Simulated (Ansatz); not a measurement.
Calculated with Ansatz (gas phase, PBE0-D4/def2-TZVP geometries, no zero-point term in ΔE). CCSD(T)/CBS is the MP2 limit (def2-TZVPP, def2-QZVPP) plus CCSD(T) − MP2 in def2-TZVPP, frozen cores. This one scheme is used for every species. DFT in def2-TZVPP. For As outer-core shells are correlated without core-valence functions, which leaves a few kJ/mol of doubt a bond. Scalar relativity is left out up to krypton. One conformer a species, not always the lowest.

Reaction (cleavage of the Si–Si bond): `C[SiH2][SiH2]N` + `O[AsH2]` → `N[SiH2][AsH]O` + `C[SiH3]`

(1) Is it downhill or uphill in electronic energy at CCSD(T)/CBS, and by how much? (An estimate is asked.)

(2) What do these levels give: revPBE-D4, ωB97X-V, B2PLYP, revPBE, BLYP, r2SCAN, PBE0, MP2/def2-SVP, CCSD/def2-SVP, MP2/def2-TZVPP, SCS-MP2/def2-TZVPP, MP2/CBS(def2)? (An estimate is asked.)

(3) What do rigid-rotor, harmonic-oscillator terms from PBE0-D4/def2-TZVP frequencies (298.15 K, 1 bar) make of the CCSD(T)/CBS value? (An estimate is asked.)

Largest T1 diagnostic among the species: 0.012.

## Answers

(1) The calculation gave: Downhill: ΔE = -7.9 kcal/mol.

(2) Computed: revPBE-D4 -6.9, ωB97X-V -7.1, B2PLYP -8.2, revPBE -6.6, BLYP -7.9, r2SCAN -7.7, PBE0 -6.8, MP2/def2-SVP -7.5, CCSD/def2-SVP -6.3, MP2/def2-TZVPP -8.8, SCS-MP2/def2-TZVPP -8.5, MP2/CBS(def2) -9.4 kcal/mol.

(3) Ansatz gave: ΔZPE = +0.1 kcal/mol, ΔH = -7.9 kcal/mol, ΔS = -12 J/(mol·K), ΔG = -7.0 kcal/mol. Modes under 50 cm⁻¹ make the entropy rough.

At CCSD(T), def2-SVP lies +1.6 kcal/mol from the extrapolated value and def2-TZVPP +0.6 kcal/mol. Leaving LDA and LC-ωPBE aside and taking each functional with its dispersion term where it has one, the values, not all of them listed here, spread over 2.3 kcal/mol, from ωB97M-V to B97M-V.
